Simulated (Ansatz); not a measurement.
```yaml
crystal:
  periodic: [false, false, false]
  atoms:
    - {symbol: C, position_ang: [-1.597169, 1.245096, 2.372438]}
    - {symbol: In, position_ang: [0.181214, 1.341809, 1.097104]}
    - {symbol: F, position_ang: [-0.712136, 0.787245, -0.831227]}
    - {symbol: In, position_ang: [-0.114646, -1.249020, -1.093072]}
    - {symbol: C, position_ang: [1.561725, -1.269688, -2.391464]}
    - {symbol: F, position_ang: [0.681300, -0.829136, 0.872491]}
    - {symbol: H, position_ang: [-1.959535, 2.241588, 2.479789]}
    - {symbol: H, position_ang: [-2.289607, 0.611365, 1.864343]}
    - {symbol: H, position_ang: [-1.268026, 0.846113, 3.354914]}
    - {symbol: H, position_ang: [1.608539, 2.098233, 0.730513]}
    - {symbol: H, position_ang: [-1.577090, -2.089307, -0.731383]}
    - {symbol: H, position_ang: [1.790211, -2.268214, -2.804877]}
    - {symbol: H, position_ang: [2.441529, -0.966559, -1.722735]}
    - {symbol: H, position_ang: [1.415028, -0.533387, -3.108289]}
basis:
  gaussian: {orbitals: x2c-TZVPPall, final_grid: {core_spheres: 20, valence_spheres: 16, degree: 47}}
total_charge: 1
magnetization: {spin_polarized: true, initial_magnetization: 1}
hamiltonian: {xc: {name: PBEsol}}
```

```sh
$ ansatz run in.yaml --threads 4 --pin off --events-out ev --progress --plain --max-ram 11315MiB
```

Shortened log:

```
Functional definition: PBEsol
2250 factors; their error is unknown
mean field evaluation 1: about -327457.4013 eV, gradient 9.8e1 eV
mean field evaluation 2: about -327176.8727 eV, gradient 2.5e2 eV
mean field evaluation 4: about -327491.2609 eV, gradient 3.0e1 eV
mean field evaluation 8: about -327495.0293 eV, gradient 1.1e1 eV
mean field evaluation 16: about -327496.6300 eV, gradient 7.6e-1 eV
mean field evaluation 32: about -327496.3937 eV, gradient 1.3e-1 eV
mean field -327496.60911230 eV, -12035.2783997023 hartree, gradient 1.6e-5 eV, S^2 0.753238; 4 other end points of the search recorded, 0 dependent functions left out
reference -327496.60917070 eV, -12035.2784018487 hartree; 68, 67 occupied and 288, 289 virtual orbitals, 2250 factors
Total energy: -327496.60917070 eV, -12035.2784018487 hartree
Relativity: scalar
```

Hardware: 4 threads of an Arm Neoverse V2 on a shared host. Wall time 37 s, peak host memory 1.1 GiB.
